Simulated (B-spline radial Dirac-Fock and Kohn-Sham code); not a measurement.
## Kohn-Sham estimates against Dirac-Fock for the levels of Lu¹⁷⁺

System: the Lu¹⁷⁺ ion, configuration [Kr] 4d10 4f8.

The density-functional columns are spherical, spin-unpolarised Dirac-Kohn-Sham results without Breit or QED terms: −ε is minus the orbital energy of the initial state and ΔSCF the difference of two total energies. The reference in the last column comes from multi-electron Dirac-Fock with separately optimised hole states, Breit and Lamb-shift corrections added in first order. All numbers are from a radial atomic solver, in eV; a selection of levels is shown. For the 1s level of heavy atoms much of the gap between ΔSCF and the reference is the Breit and QED part, -304.1 eV here; for other levels the error of the functional can be larger.

```csv
level,LDA −ε,LDA ΔSCF,Dirac-Fock
1s,63504.7,64040.3,63748.8
2s,11148.2,11255.0,11314.9
2p1/2,10665.0,10798.9,10787.3
2p3/2,9548.7,9666.8,9682.5
3s,2846.0,2884.8,2936.2
3p1/2,2631.4,2672.3,2704.9
3p3/2,2393.1,2431.3,2465.7
3d3/2,2026.6,2070.5,2078.4
3d5/2,1974.6,2017.4,2027.4
4s,882.3,903.4,929.2
4p1/2,794.0,815.0,833.3
4p3/2,736.7,756.9,775.8
4d3/2,590.2,610.0,616.1
4d5/2,579.2,598.8,605.2
4f,393.8,413.0,410.3
```

Values without a named source are computed, but for edge energies of neutral atoms, which are taken from tables.
